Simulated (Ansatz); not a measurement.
Total energies of `O[Si](O)(O)C12CC3CC(CC(C3)C1)C2` from Ansatz at PBE0-D4/def2-SVP, gas phase (1 Eh = 27.2114 eV = 2625.5 kJ/mol). The reference geometry is relaxed at PBE-D4/def2-SVP.

```xyz
32

O    -3.539    0.066   -0.198
Si   -2.391   -0.505    0.891
O    -2.621    0.247    2.378
O    -2.597   -2.164    1.085
C    -0.667   -0.140    0.249
C    -0.462   -0.808   -1.136
C     0.956   -0.508   -1.663
C     1.138    1.016   -1.801
C     0.952    1.689   -0.426
C     1.994    1.132    0.563
C     1.813   -0.393    0.705
C     1.998   -1.063   -0.671
C     0.396   -0.693    1.234
C    -0.465    1.391    0.102
H    -4.185    0.670    0.206
H    -2.895   -0.368    3.080
H    -3.348   -2.519    0.579
H    -0.614   -1.906   -1.048
H    -1.224   -0.432   -1.853
H     1.090   -0.992   -2.654
H     2.148    1.245   -2.205
H     0.400    1.423   -2.527
H     1.084    2.788   -0.528
H     1.878    1.622    1.554
H     3.022    1.363    0.207
H     2.565   -0.793    1.419
H     3.025   -0.876   -1.052
H     1.884   -2.164   -0.576
H     0.255   -0.231    2.235
H     0.259   -1.789    1.361
H    -0.620    1.888    1.084
H    -1.228    1.804   -0.594
```

```
                 state   geometry  energy (Eh)
      charge 0 singlet  reference   -905.92638
      charge 1 doublet  reference   -905.60597
     charge -1 doublet  reference   -905.84544
 free O atom (triplet)          –    -74.92490
free Si atom (triplet)          –   -289.15194
 free C atom (triplet)          –    -37.76066
 free H atom (doublet)          –     -0.50029
```

(1) Work out the vertical ionisation energy to the doublet.

(2) Work out the vertical electron affinity, to the doublet.

(3) Give the fundamental gap IE − EA, the Mulliken electronegativity (IE + EA)/2 and the hardness (IE − EA)/2.

(4) What is the binding energy per atom against free atoms?

(1) E(charge 1 doublet) − E(charge 0 singlet) = -905.60597 − (-905.92638) = 0.32041 Eh = 8.72 eV. For comparison, −ε of the highest occupied level is 7.08 eV at this level, 1.64 eV less.

(2) E(charge 0 singlet) − E(charge -1 doublet) = -905.92638 − (-905.84544) = -0.08094 Eh = -2.20 eV; negative, so the extra electron isn't bound. The basis lacks diffuse functions, which makes affinities too small.

(3) From the values in Eh: IE − EA = 0.32041 − (-0.08094) = 0.40135 Eh = 10.92 eV; (IE + EA)/2 = 3.26 eV; (IE − EA)/2 = 5.46 eV. The HOMO–LUMO gap of the same run is 8.08 eV, 2.84 eV smaller than the fundamental gap.

(4) Atoms: 3 × (-74.92490) + 1 × (-289.15194) + 10 × (-37.76066) + 18 × (-0.50029) = -900.53846 Eh. Binding: -900.53846 − (-905.92638) = 5.38792 Eh = 146.61 eV, or 4.58 eV for each of 32 atoms (no zero-point energy, no counterpoise term).

At PBE0-D4/def2-SVP the highest occupied level of the charge -1 doublet lies above zero (up to 3.50 eV). By energy differences it is unbound by 2.20 eV (vertical, against the charge 0 singlet, at PBE0-D4/def2-SVP) and held by the finite basis.
